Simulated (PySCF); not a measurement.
# Spin-rotation constants: `[C@](C=C=C)(C)(F)CBr`, C6H8BrF

Molfile (atoms numbered from 1):
```
C6H8BrF
     RDKit          3D

 16 15  0  0  0  0  0  0  0  0999 V2000
    2.4711   -1.0628    0.5710 C   0  0  0  0  0  0  0  0  0  0  0  0
    1.4497   -0.3032    0.7934 C   0  0  0  0  0  0  0  0  0  0  0  0
    0.4089    0.4415    1.0042 C   0  0  0  0  0  0  0  0  0  0  0  0
   -0.8472    0.3951    0.1704 C   0  0  2  0  0  0  0  0  0  0  0  0
   -0.8586    1.5403   -0.8462 C   0  0  0  0  0  0  0  0  0  0  0  0
   -1.9333    0.5915    1.0186 F   0  0  0  0  0  0  0  0  0  0  0  0
   -1.0511   -0.9310   -0.5534 C   0  0  0  0  0  0  0  0  0  0  0  0
   -0.9845   -2.4696    0.6367 Br  0  0  0  0  0  0  0  0  0  0  0  0
    2.5681   -2.0232    1.0510 H   0  0  0  0  0  0  0  0  0  0  0  0
    3.2713   -0.7641   -0.0872 H   0  0  0  0  0  0  0  0  0  0  0  0
    0.3856    1.1624    1.8090 H   0  0  0  0  0  0  0  0  0  0  0  0
   -0.7857    2.4885   -0.3191 H   0  0  0  0  0  0  0  0  0  0  0  0
   -0.0152    1.4446   -1.5245 H   0  0  0  0  0  0  0  0  0  0  0  0
   -1.7869    1.5288   -1.4138 H   0  0  0  0  0  0  0  0  0  0  0  0
   -0.2677   -1.0771   -1.2946 H   0  0  0  0  0  0  0  0  0  0  0  0
   -2.0322   -0.9528   -1.0269 H   0  0  0  0  0  0  0  0  0  0  0  0
  1  2  2  0
  2  3  2  0
  3  4  1  0
  4  5  1  0
  4  6  1  1
  4  7  1  0
  7  8  1  0
  1  9  1  0
  1 10  1  0
  3 11  1  0
  5 12  1  0
  5 13  1  0
  5 14  1  0
  7 15  1  0
  7 16  1  0
M  END
```

Method: PySCF 2.14.0, GIAO B97-2/pcSseg-1 magnetisability, rotational g tensor and spin-rotation constants, non-relativistic, gas phase. Geometry: GFN2-xTB.

The calculation is non-relativistic, which matters for the atoms heavier than Zn.

(1) Give the nuclear spin-rotation constants along the inertial axes (H = +C I·J) beside the isotropic shieldings.

(2) How do the rotational constants and the g tensor change when H9, H10, H11, H12, H13, H14, H15, H16 are replaced by deuterium?

## Answers

(1) Rotational constants 1.6410, 1.1348, 0.7853 GHz. A star marks the isotopologue with that one atom substituted, in its own axes.
```
atom  isotope  Caa (kHz)  Cbb (kHz)  Ccc (kHz)  mean (kHz)  σ (ppm)
  F6      19F      1.410      0.640      0.559       0.870    348.1
 Br8     79Br      0.911      2.058      1.035       1.335   2319.8
  H9       1H      0.082     -0.104     -0.074      -0.032     26.6
 H10       1H     -0.115     -0.034     -0.030      -0.060     26.7
 H11       1H     -0.090     -0.121      0.025      -0.062     26.2
 H12       1H     -0.015     -0.134     -0.050      -0.066     29.9
 H13       1H     -0.183     -0.057     -0.037      -0.093     30.8
 H14       1H     -0.182      0.000     -0.068      -0.084     30.3
 H15       1H     -0.180     -0.044     -0.014      -0.079     28.2
 H16       1H     -0.178      0.038     -0.068      -0.069     28.0
  C1     13C*      0.488      0.235      0.166       0.296    103.6
  C2     13C*      0.733      0.496      0.346       0.525    -28.7
  C3     13C*      0.363      0.300      0.245       0.303     87.2
  C4     13C*      0.474      0.276      0.194       0.315     89.8
  C5     13C*      0.252      0.185      0.128       0.188    156.2
  C7     13C*      0.276      0.262      0.145       0.228    133.5
```
For the geometry as given, no vibrational averaging.

(2) Constants 1.4389, 1.0327, 0.7156 GHz; g -0.0067, -0.0066, -0.0038, against -0.0076, -0.0071, -0.0041 before.
